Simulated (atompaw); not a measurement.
La (Z = 57): one change to a PAW (atompaw) potential, before and after

atompaw 4.2.0.5 input, output lines left out:

```
La 57
GGA-PBE scalarrelativistic loggrid 2001 logderivrange -2 5 176
6 6 5 4 0 0
6 0 1
6 1 1
5 2 1
4 3 0
0 0 0
c
c
c
c
c
v
c
c
c
c
v
c
c
v
v
3
3.00 2.85 2.55 2.55
y
0.15
n
y
1.55
n
y
0.5
n
y
0.1
n
custom polynom2 7 10 vanderbiltortho sinc
4 0.5 troulliermartins
3.00
3.00
3.00
3.00
3.00
2.25
1.30
1.30
```

Change: wave 6p (bound): rc 3.00 bohr becomes 6p (bound): rc 2.10 bohr.

Cutoffs: the cutoffs (Ry, on a coarse ladder) from which the occupation-weighted sum of valence levels, in a spherical-Bessel basis at the reference potential, stays within 10 and 1 mRy of its value at 400 Ry; they do not see the model core or the augmentation charge, which bear on the density cutoff.

Q: What does the change do?

A: The potential gets softer (10 Ry and 25 Ry → 10 Ry and 21 Ry); both files keep a bound ghost (p, s).

```tsv
quantity	base	changed
cutoff, loose	10 Ry	10 Ry
cutoff, tight	25 Ry	21 Ry
loose cutoff by channel (10 mRy a level)	s 6 Ry, p 6 Ry, d 8 Ry	s 6 Ry, p 10 Ry, d 8 Ry
bound ghosts	s, p	s, p
s: phases at 3.00 bohr within 0.05 rad from the reference energy up to (Ry; the scan ends near 5)	1.6	1.6
p: phases at 3.00 bohr within 0.05 rad from the reference energy up to (Ry; the scan ends near 5)	3.7	2.9
d: phases at 3.00 bohr within 0.05 rad from the reference energy up to (Ry; the scan ends near 5)	1.3	1.3
f: phases at 3.00 bohr within 0.05 rad from the reference energy up to (Ry; the scan ends near 5)	4.8	4.8
lowest overlap eigenvalue by channel	s 0.39, p 0.67, d 0.07, f 0.98	s 0.39, p 0.10, d 0.07, f 0.98
```

Base: The cutoffs count occupied waves only; the empty 4f level needs over 300 Ry at the loose tolerance. Changed file: The cutoffs count occupied waves only; the empty 4f level needs over 300 Ry at the loose tolerance. The 6p radius (2.10 bohr) lies inside the outermost node of the all-electron wave (2.20 bohr), which a nodeless pseudo-wave cannot match soundly. A true bound ghost makes a file unfit for plane-wave use even where its test errors are small: the radial tests pick states by their node count and pass the ghost by. The cutoffs see the waves, projectors and local potential, not the compensation charge or the core.
